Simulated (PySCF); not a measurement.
Compound: C₄H₆ClFO₂.
Numbering: `[F:1][C@H:2]1[O:3][CH2:4][C@H:5]([Cl:6])[CH2:7][O:8]1`

Probes without a nucleus sit at each ring's centroid and 1 Å off its mean plane on both sides; NICS is minus the shielding there, NICSzz its component along the normal. Level: GIAO PBE0/pcSseg-1 (PySCF, non-relativistic, gas phase) on the GFN2-xTB geometry, one conformer.

Ring bond lengths (Å), with Mayer bond orders in brackets: C2–O3 1.361 (1.05), O3–C4 1.422 (0.90), C4–C5 1.527 (0.97), C5–C7 1.527 (0.97), C7–O8 1.422 (0.90), O8–C2 1.361 (1.05).

Question: What do the NICS probes read (ppm)?

Answer: 
```csv
ring,type,NICS(0),"NICS(1), two faces","NICS(1)zz, two faces",rms pucker (Å),"centre to ring atoms, mean (Å)"
C2–O3–C4–C5–C7–O8,6-membered ring with 2 O; formal bonds all single,-1.5,-1.3 / -1.0,2.1 / 2.0,0.20,1.39
```

Question: What do they say, and how far can they be read as aromaticity?

Answer: 
- C2–O3–C4–C5–C7–O8: mean NICS(1)zz 2.1 ppm, near zero. C2, C4, C5, C7 have four or more neighbours, so the value isn't read as a sign of a π ring current.

Question: What field does 9.4 T along the ring normal induce along that normal at the second NICS(1) probe listed for ring C2–O3–C4–C5–C7–O8, 1 Å off the ring?

Answer: NICSzz × B0 = 2.0 ppm × 9.4 T = 19 μT, along the applied field.

Question: Give the inner angles of the rings and the Hirshfeld charges of the ring atoms.

Answer: 
- C2–O3–C4–C5–C7–O8: C2 116.2° (+0.183 e), O3 113.4° (-0.142 e), C4 111.1° (-0.005 e), C5 108.5° (-0.002 e), C7 111.1° (-0.005 e), O8 113.4° (-0.142 e); sum 673.7° against 720° for a flat convex ring.
